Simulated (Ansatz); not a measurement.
Ansatz (a first-principles code) input (r2SCAN/def2-TZVPD):

Ansatz 0.2 input:
```yaml
crystal:
  periodic: [false, false, false]
  atoms:
    - {symbol: C, position_ang: [2.17420343, 1.40974100, 0.06886423]}
    - {symbol: S, position_ang: [1.03349448, 0.85106592, -1.24976631]}
    - {symbol: Si, position_ang: [-0.04051763, -0.69950141, -0.22281672]}
    - {symbol: C, position_ang: [-1.28498198, -1.32182849, -1.47116640]}
    - {symbol: C, position_ang: [1.08943801, -2.05406687, 0.39582057]}
    - {symbol: S, position_ang: [-0.97972076, 0.07729014, 1.54548159]}
    - {symbol: C, position_ang: [-2.01087807, 1.40992834, 0.82930332]}
    - {symbol: H, position_ang: [2.63058316, 2.33489745, -0.27639565]}
    - {symbol: H, position_ang: [1.62449789, 1.59694787, 0.98927457]}
    - {symbol: H, position_ang: [2.95365707, 0.67147689, 0.24541355]}
    - {symbol: H, position_ang: [-1.88325940, -2.12398113, -1.03526766]}
    - {symbol: H, position_ang: [-0.77836936, -1.70935441, -2.35756781]}
    - {symbol: H, position_ang: [-1.95981678, -0.52630804, -1.78953929]}
    - {symbol: H, position_ang: [0.51566168, -2.82606363, 0.91287171]}
    - {symbol: H, position_ang: [1.83295546, -1.66384151, 1.09189676]}
    - {symbol: H, position_ang: [1.61453035, -2.51539058, -0.44254147]}
    - {symbol: H, position_ang: [-1.41413930, 2.03470888, 0.16754059]}
    - {symbol: H, position_ang: [-2.37900947, 2.00830198, 1.65986311]}
    - {symbol: H, position_ang: [-2.85711224, 0.99528502, 0.28551092]}
basis:
  gaussian:
    orbitals: def2-TZVPD
hamiltonian:
  xc: {name: r2SCAN}
output: {forces: true}
```

Output:

```
Functional definition: r2SCAN
integrals: 0.72 GiB planned
2169 factors; their error is unknown
0.63 GiB of the device are held for the grids
3.04 GiB of device memory are held for the factors and their scratch space
mean field: 3.38 GiB planned
mean field evaluation 1: about -33870.9093 eV, gradient 9.8e1 eV
mean field evaluation 2: about -33852.3384 eV, gradient 1.2e2 eV
mean field evaluation 4: about -33892.5867 eV, gradient 6.5e0 eV
mean field evaluation 8: about -33892.6967 eV, gradient 4.4e-1 eV
mean field evaluation 16: about -33892.6321 eV, gradient 8.3e-4 eV
mean field -33892.63208538 eV, -1245.5312558865 hartree, gradient 2.1e-5 eV, S^2 0.000000; 0 other end points of the search recorded, 0 dependent functions left out
the calculation of the forces begins
reference -33892.63211074 eV, -1245.5312568186 hartree; 41, 41 occupied and 350, 350 virtual orbitals, 2169 factors
Total energy: -33892.63211074 eV, -1245.5312568186 hartree
Atom 0 at     2.174203     1.409741     0.068864 Å, force    -0.062655    -0.047723    -0.088244 eV/Å
Atom 1 at     1.033494     0.851066    -1.249766 Å, force     0.033477    -0.007745     0.083902 eV/Å
Atom 2 at    -0.040518    -0.699501    -0.222817 Å, force     0.001087     0.018768     0.005978 eV/Å
Atom 3 at    -1.284982    -1.321828    -1.471166 Å, force     0.075833     0.038263     0.069358 eV/Å
Atom 4 at     1.089438    -2.054067     0.395821 Å, force    -0.069044     0.078948    -0.032022 eV/Å
Atom 5 at    -0.979721     0.077290     1.545482 Å, force    -0.031284     0.045615    -0.071839 eV/Å
Atom 6 at    -2.010878     1.409928     0.829303 Å, force     0.054323    -0.096121     0.042424 eV/Å
Atom 7 at     2.630583     2.334897    -0.276396 Å, force     0.012205     0.036217    -0.026356 eV/Å
Atom 8 at     1.624498     1.596948     0.989275 Å, force    -0.043726     0.014436     0.045714 eV/Å
Atom 9 at     2.953657     0.671477     0.245414 Å, force     0.037296    -0.038710    -0.006517 eV/Å
Atom 10 at    -1.883259    -2.123981    -1.035268 Å, force    -0.024613    -0.033395     0.015019 eV/Å
Atom 11 at    -0.778369    -1.709354    -2.357568 Å, force     0.017866    -0.013093    -0.038987 eV/Å
Atom 12 at    -1.959817    -0.526308    -1.789539 Å, force    -0.030316     0.030599    -0.022829 eV/Å
Atom 13 at     0.515662    -2.826064     0.912872 Å, force    -0.020432    -0.031217     0.024873 eV/Å
Atom 14 at     1.832955    -1.663842     1.091897 Å, force     0.032577     0.008450     0.035268 eV/Å
Atom 15 at     1.614530    -2.515391    -0.442541 Å, force     0.021463    -0.020979    -0.032339 eV/Å
Atom 16 at    -1.414139     2.034709     0.167541 Å, force     0.046501     0.033472    -0.030454 eV/Å
Atom 17 at    -2.379009     2.008302     1.659863 Å, force    -0.009213     0.015427     0.042806 eV/Å
Atom 18 at    -2.857112     0.995285     0.285511 Å, force    -0.041346    -0.031212    -0.015756 eV/Å
Dipole moment:    -0.000935    -0.016139    -0.005141 e Å
```
